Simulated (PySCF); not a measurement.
# Manganese: highly charged ions in a basis for the neutral atom

Mn²²⁺ [He] 2s1, Mn²³⁺ 1s2. Computed with PySCF 2.14 in pcseg-2 (6s4p3d2f1g, 56 functions), with no relativity, point nucleus. No spin-orbit coupling, so a gap to NIST mixes the basis error with missing relativistic terms.

Changed run: basis of the neutral atom used for a highly charged ion. This setting is unsound on purpose.

```json
{"species": "Mn²²⁺", "method": "UHF", "sound run (hartree)": "not run", "changed run (hartree)": "-677.50260", "converged": "yes"}
{"species": "Mn²²⁺", "method": "M06-2X", "sound run (hartree)": "not run", "changed run (hartree)": "-677.57740", "converged": "yes"}
{"species": "Mn²²⁺", "method": "B3LYP", "sound run (hartree)": "not run", "changed run (hartree)": "-677.40813", "converged": "yes"}
{"species": "Mn²³⁺", "method": "UHF", "sound run (hartree)": "not run", "changed run (hartree)": "-609.46405", "converged": "yes"}
{"species": "Mn²³⁺", "method": "M06-2X", "sound run (hartree)": "not run", "changed run (hartree)": "-609.46100", "converged": "yes"}
{"species": "Mn²³⁺", "method": "B3LYP", "sound run (hartree)": "not run", "changed run (hartree)": "-609.29842", "converged": "yes"}
```

Ionisation energy of Mn²²⁺:

```json
{"method": "UHF", "changed run (eV)": "1851.4", "NIST (eV)": "1879.9"}
{"method": "M06-2X", "changed run (eV)": "1853.5", "NIST (eV)": "1879.9"}
{"method": "B3LYP", "changed run (eV)": "1853.4", "NIST (eV)": "1879.9"}
```

The contracted functions were made for the neutral atom and can be too rigid for a highly charged ion.
